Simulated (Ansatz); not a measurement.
`N[SiH2]C(O)(F)F` + PH₃ → `N[SiH2]P` + `OC(F)F`  (ligand exchange at the Si–C bond)

Calculated with Ansatz (gas phase, PBE0-D4/def2-TZVP geometries, no zero-point term in ΔE). CBS: MP2 limit from def2 TZ/QZ plus the TZ coupled-cluster correction, frozen cores. This one scheme is used for every species. Functionals use def2-TZVPP. Each species was taken in one conformer, which may not be the lowest.

Q: Is it downhill or uphill in electronic energy at CCSD(T)/CBS, and by how much? (An estimate is asked.)

A: Ansatz gave: Downhill: ΔE = -38.4 kJ/mol.

Q: What do these levels give: PBE-D4, r2SCAN-D4, PBE, SCS-MP2/def2-TZVPP, HF/def2-QZVPP, CCSD/CBS(def2)? (An estimate is asked.)

A: The calculation gave: PBE-D4 -41.7, r2SCAN-D4 -39.2, PBE -42.3, SCS-MP2/def2-TZVPP -38.4, HF/def2-QZVPP -40.1, CCSD/CBS(def2) -38.4 kJ/mol.

Largest T1 diagnostic among the species: 0.013.

From PBE to PBE0 (25 % exact exchange), in def2-TZVPP and without D4, ΔE moves by −4.1 kJ/mol.
